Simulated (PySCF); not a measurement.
Isomers of C7H15PSi, mass 158.068 u with the commonest isotopes. Theory: PBE0/pcSseg-1 in PySCF (dipole) on a GFN2-xTB geometry, gas phase. One conformer each, none proved a minimum here; rigid rotors.

Question: Order these by dipole moment, smallest first.
A. `[CH2:1]=[CH:2][Si@H:3]([PH2:4])[CH:5]1[CH2:6][CH2:7][CH2:8][CH2:9]1` with C1–C2–Si3–P4 4°, C2–Si3–P4–H 71° and 164°, C2–Si3–C5–C6 -63°, Si3–C5–C6–C7 -165°, C5–C6–C7–C8 25°, C6–C7–C8–C9 1°, C7–C8–C9–C5 -26°
B. `[CH3:1][CH2:2][C:3]#[C:4][Si@H:5]([PH2:6])[CH:7]([CH3:8])[CH3:9]` with C4–Si5–P6–H -30° and 63°, C4–Si5–C7–C8 -175°
C. `[CH2:1]=[C:2]1[CH2:3][Si@@H:4]([PH2:5])[C@H:6]1[CH:7]([CH3:8])[CH3:9]` with C3–Si4–P5–H -100° and -7°, Si4–C6–C7–C8 -67°
D. `[CH3:1][CH2:2][CH2:3][C:4]1=[CH:5][CH2:6][Si@H:7]([PH2:8])[CH2:9]1` with C1–C2–C3–C4 64°, C2–C3–C4–C5 -103°, C6–Si7–P8–H 168° and 75°
E. `[CH2:1]=[CH:2][C:3](=[CH2:4])[Si@H:5]([PH2:6])[CH2:7][CH2:8][CH3:9]` with C1–C2–C3–C4 -178°, C2–C3–Si5–P6 -174°, C3–Si5–P6–H -53° and 40°, C3–Si5–C7–C8 160°, Si5–C7–C8–C9 66°

Answer: C (0.71 D), D (0.92 D), A (1.06 D), E (1.42 D), B (2.25 D).

Question: Order these by rotational constant C, smallest first.
A. `[CH2:1]=[CH:2][Si@H:3]([PH2:4])[CH:5]1[CH2:6][CH2:7][CH2:8][CH2:9]1` with C1–C2–Si3–P4 4°, C2–Si3–P4–H 71° and 164°, C2–Si3–C5–C6 -63°, Si3–C5–C6–C7 -165°, C5–C6–C7–C8 25°, C6–C7–C8–C9 1°, C7–C8–C9–C5 -26°
B. `[CH2:1]=[C:2]1[CH2:3][Si@@H:4]([PH2:5])[C@@H:6]1[CH:7]([CH3:8])[CH3:9]` with C3–Si4–P5–H 148° and 55°, Si4–C6–C7–C8 -164°, C1–C2–C3–Si4 159°, C2–C3–Si4–P5 -105°, C3–Si4–C6–C7 105°, C1–C2–C6–Si4 -159°
C. `[CH2:1]=[CH:2][Si@@:3]1([PH2:4])[CH2:5][CH2:6][C@H:7]1[CH2:8][CH3:9]` with C1–C2–Si3–P4 3°, C2–Si3–P4–H 167° and 74°, C6–C7–C8–C9 -69°, C2–Si3–C5–C6 101°, Si3–C5–C6–C7 14°, C5–C6–C7–C8 -137°, C2–Si3–C7–C6 -99°
D. `[CH3:1][CH2:2][CH2:3][C:4]1=[CH:5][CH2:6][Si@H:7]([PH2:8])[CH2:9]1` with C1–C2–C3–C4 64°, C2–C3–C4–C5 -103°, C6–Si7–P8–H 168° and 75°
E. `[CH2:1]=[CH:2][C:3](=[CH2:4])[Si@H:5]([PH2:6])[CH2:7][CH2:8][CH3:9]` with C1–C2–C3–C4 -178°, C2–C3–Si5–P6 -174°, C3–Si5–P6–H -53° and 40°, C3–Si5–C7–C8 160°, Si5–C7–C8–C9 66°
F. `[CH2:1]=[C:2]1[CH2:3][Si@@H:4]([PH2:5])[C@H:6]1[CH:7]([CH3:8])[CH3:9]` with C3–Si4–P5–H -100° and -7°, Si4–C6–C7–C8 -67°
G. `[CH3:1][CH2:2][C:3]#[C:4][Si@H:5]([PH2:6])[CH:7]([CH3:8])[CH3:9]` with C4–Si5–P6–H -30° and 63°, C4–Si5–C7–C8 -175°

Answer: G (476.8 MHz), D (494.6 MHz), A (535.3 MHz), E (566.7 MHz), B (596.6 MHz), C (661.0 MHz), F (712.3 MHz).

Question: Order these by rotational constant B, largest first.
A. `[CH2:1]=[CH:2][Si@H:3]([PH2:4])[CH:5]1[CH2:6][CH2:7][CH2:8][CH2:9]1` with C1–C2–Si3–P4 4°, C2–Si3–P4–H 71° and 164°, C2–Si3–C5–C6 -63°, Si3–C5–C6–C7 -165°, C5–C6–C7–C8 25°, C6–C7–C8–C9 1°, C7–C8–C9–C5 -26°
B. `[CH3:1][CH2:2][C:3]#[C:4][Si@H:5]([PH2:6])[CH:7]([CH3:8])[CH3:9]` with C4–Si5–P6–H -30° and 63°, C4–Si5–C7–C8 -175°
C. `[CH2:1]=[CH:2][C:3](=[CH2:4])[Si@H:5]([PH2:6])[CH2:7][CH2:8][CH3:9]` with C1–C2–C3–C4 -178°, C2–C3–Si5–P6 -174°, C3–Si5–P6–H -53° and 40°, C3–Si5–C7–C8 160°, Si5–C7–C8–C9 66°
D. `[CH2:1]=[C:2]1[CH2:3][Si@@H:4]([PH2:5])[C@H:6]1[CH:7]([CH3:8])[CH3:9]` with C3–Si4–P5–H -100° and -7°, Si4–C6–C7–C8 -67°
E. `[CH2:1]=[CH:2][Si@@:3]1([PH2:4])[CH2:5][CH2:6][C@H:7]1[CH2:8][CH3:9]` with C1–C2–Si3–P4 3°, C2–Si3–P4–H 167° and 74°, C6–C7–C8–C9 -69°, C2–Si3–C5–C6 101°, Si3–C5–C6–C7 14°, C5–C6–C7–C8 -137°, C2–Si3–C7–C6 -99°
F. `[CH3:1][CH2:2][CH2:3][C:4]1=[CH:5][CH2:6][Si@H:7]([PH2:8])[CH2:9]1` with C1–C2–C3–C4 64°, C2–C3–C4–C5 -103°, C6–Si7–P8–H 168° and 75°
G. `[CH2:1]=[C:2]1[CH2:3][Si@@H:4]([PH2:5])[C@@H:6]1[CH:7]([CH3:8])[CH3:9]` with C3–Si4–P5–H 148° and 55°, Si4–C6–C7–C8 -164°, C1–C2–C3–Si4 159°, C2–C3–Si4–P5 -105°, C3–Si4–C6–C7 105°, C1–C2–C6–Si4 -159°

Answer: D (985.5 MHz), C (794.5 MHz), G (769.4 MHz), E (713.6 MHz), A (683.1 MHz), B (547.0 MHz), F (521.6 MHz).

| SMILES | point group | Ia (u·Å²) | Ib (u·Å²) | Ic (u·Å²) | κ | μa (D) | μb (D) | μc (D) |
| --- | --- | --- | --- | --- | --- | --- | --- | --- |
| CCCC1=CC[Si@H](P)C1 | C1 | 182.36 | 968.88 | 1021.87 | -0.98 | 0.51 | 0.10 | 0.77 |
| CCC#C[Si@H](P)C(C)C | C1 | 328.24 | 923.95 | 1059.96 | -0.87 | 2.12 | 0.74 | 0.14 |
| C=CC(=C)[Si@H](P)CCC | C1 | 358.50 | 636.10 | 891.86 | -0.46 | 1.02 | 0.51 | 0.84 |
| C=C[Si@H](P)C1CCCC1 | C1 | 276.18 | 739.82 | 944.06 | -0.77 | 0.67 | 0.65 | 0.49 |
| C=C1C[Si@@H](P)[C@@H]1C(C)C | C1 | 315.17 | 656.89 | 847.14 | -0.66 | 1.02 | 0.33 | 0.22 |
| C=C1C[Si@@H](P)[C@H]1C(C)C | C1 | 363.79 | 512.83 | 709.49 | -0.19 | 0.16 | 0.69 | 0.08 |
| C=C[Si@@]1(P)CC[C@H]1CC | C1 | 343.90 | 708.21 | 764.58 | -0.87 | 0.27 | 0.13 | 0.91 |
